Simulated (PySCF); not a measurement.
Species: C5H9N2S (charge +1).
Cartesian coordinates in Å at the GFN2-xTB level; atoms count from 1:
```
atom  x, y, z in Å
C1     2.6252    0.6204    0.5400
S2     1.9195    0.3752   -1.1069
C3     0.7758   -1.0387   -0.7610
C4    -0.5056   -0.4992   -0.2723
C5    -1.0688   -0.4618    0.9762
N6    -2.2315    0.2452    0.8749
C7    -2.3912    0.6434   -0.3800
N8    -1.3573    0.2015   -1.0868
H9     1.8480    0.8970    1.2465
H10    3.3388    1.4323    0.4421
H11    3.1403   -0.2828    0.8533
H12    0.6554   -1.5566   -1.7115
H13    1.2400   -1.7007   -0.0346
H14   -0.7297   -0.8892    1.8976
H15   -2.8662    0.4328    1.6405
H16   -3.2127    1.2208   -0.7588
H17   -1.1871    0.3723   -2.0701
```

NICS is the negative of the GIAO shielding at a point without a nucleus: at the ring centre (0) and 1 Å above and below it (1); zz is the component along the ring normal. Level: GIAO PBE0/pcSseg-1 (PySCF, non-relativistic, gas phase) on the GFN2-xTB geometry, one conformer.

Ring bond lengths (Å), with Mayer bond orders in brackets: C4–C5 1.370 (1.57), C5–N6 1.365 (1.13), N6–C7 1.326 (1.31), C7–N8 1.328 (1.32), N8–C4 1.371 (1.09).

Q: What do the NICS probes read (ppm)?

A: 
| ring | type | NICS(0) | NICS(1), two faces | NICS(1)zz, two faces | rms pucker (Å) | centre to ring atoms, mean (Å) |
| --- | --- | --- | --- | --- | --- | --- |
| C4–C5–N6–C7–N8 | 5-membered ring with 2 N; formal bonds all aromatic | -14.0 | -10.1 / -10.2 | -27.0 / -27.9 | 0.00 | 1.15 |

Q: What do they say, and how far can they be read as aromaticity?

A: 
- C4–C5–N6–C7–N8: mean NICS(1)zz -27.5 ppm, shielded, aromatic by this magnetic criterion (flat ring, no four-coordinate atom).

Q: And the bond-length index? HOMA = 1 − mean of α(R − Ropt)² over the ring bonds, with Krygowski's 1993 parameters (CC: Ropt 1.388 Å, α 257.7 Å⁻²; CN: Ropt 1.334 Å, α 93.52 Å⁻²).

A: 
- C4–C5–N6–C7–N8: HOMA 0.94; the largest term is that of N8–C4, α(R − Ropt)² = 0.13. The geometric and the magnetic index point the same way.

Q: Give the inner angles of the rings and the Hirshfeld charges of the ring atoms.

A: 
- C4–C5–N6–C7–N8: C4 105.8° (+0.063 e), C5 107.3° (+0.018 e), N6 109.2° (-0.001 e), C7 108.1° (+0.135 e), N8 109.7° (-0.005 e); sum 540.0° against 540° for a flat convex ring.

Q: How shielded are the nuclei of the rings and their hydrogens (means over atoms taken as equivalent)?

A: 
```
atoms                          environment  σ isotropic (ppm)
   C4          substituted aromatic carbon               41.3
   C5  aromatic CH next to a ring nitrogen               66.7
   N6       three-coordinate ring nitrogen               76.9
   C7  aromatic CH next to a ring nitrogen               50.6
   N8                        ring nitrogen               68.3
  H14                    aromatic hydrogen              24.39
  H15                         N–H hydrogen              22.13
  H16                    aromatic hydrogen              23.56
  H17                         N–H hydrogen              22.05
```

The run took 32 s wall on INTEL XEON PLATINUM 8581C at 2.10 GHz, one thread, on a shared host, and the process peaked at 0.86 GiB of memory. This is the whole shielding run at PBE0/pcSseg-1, SCF included.
